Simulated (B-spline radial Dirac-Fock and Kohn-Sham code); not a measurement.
**Two-hole binding energies of Al³⁺**

System: aluminum as Al³⁺, configuration 1s2 2s2 2p6.

These are calculated numbers from an atomic code on a B-spline grid; the model is Dirac-Fock energy differences between relaxed states, corrected for Breit and QED terms. U is the two-hole binding energy less the two single-hole energies, the effective repulsion of the holes after relaxation. Each two-hole energy is an average over J within one jj subconfiguration.

| holes | E(a) (eV) | E(b) (eV) | E(ab) (eV) | U (eV) |
| --- | --- | --- | --- | --- |
| 1s⁻² | 1607.9 | 1607.9 | 3392.7 | 176.9 |
| 1s⁻¹ 2p1/2⁻¹ | 1607.9 | 118.8 | 1773.7 | 47.0 |
| 1s⁻¹ 2p3/2⁻¹ | 1607.9 | 118.4 | 1773.1 | 46.8 |
| 2s⁻² | 165.3 | 165.3 | 366.8 | 36.2 |
| 2s⁻¹ 2p1/2⁻¹ | 165.3 | 118.8 | 316.6 | 32.5 |
| 2s⁻¹ 2p3/2⁻¹ | 165.3 | 118.4 | 316.1 | 32.4 |
| 2p1/2⁻² | 118.8 | 118.8 | ? | ? |
| 2p3/2⁻² | 118.4 | 118.4 | 273.4 | 36.6 |
| 2p1/2⁻¹ 2p3/2⁻¹ | 118.8 | 118.4 | 273.1 | 35.9 |

Question: Give the missing two-hole energy and U.

Answer: E(ab) = 275.7 eV and U = 38.1 eV.
